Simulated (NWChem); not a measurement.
**Ionisation of H$_{6}$PSi$_{2}$**

SMILES: [SiH3][P][SiH3]
```xyz
9

Si    -0.0226     1.6611     0.4273
P      0.0000     0.0000    -1.1067
Si     0.0226    -1.6611     0.4273
H      0.2730     2.9616    -0.2438
H     -1.3803     1.7330     1.0538
H      0.9868     1.4279     1.5084
H      1.3803    -1.7330     1.0538
H     -0.2730    -2.9616    -0.2438
H     -0.9868    -1.4279     1.5084
```
Charge 0, spin multiplicity 2.

All runs are NWChem calculations. All single points use one geometry, from UPBE0/def2-SVP, a minimum by its harmonic frequencies.

Basis set: def2-TZVP. The species with one electron less has spin multiplicity 1 and keeps the geometry of the parent. Δ marks differences of total energies (open shells unrestricted). −ε marks an orbital energy of the parent. That orbital need not have the symmetry of the hole or added electron in the Δ rows. That singlet is a closed-shell solution.

B3LYP has NWChem's definition, with VWN1-RPA local correlation. The structure started from a generated list of species. The unpaired electrons of the parent sit in orbitals of symmetry b (C2 labels of the run); other states weren't searched. No SCF solution was tested for a lower state. Open-shell Hartree-Fock references start from PBE0 orbitals.

For the first vertical ionisation energy, ΔB3LYP gives 9.09 eV and ΔPBE gives 8.95 eV. What do −ε(alpha HOMO) of HF, Δr2SCAN give?

−ε(alpha HOMO) of HF: 10.10 eV; Δr2SCAN: 9.25 eV.
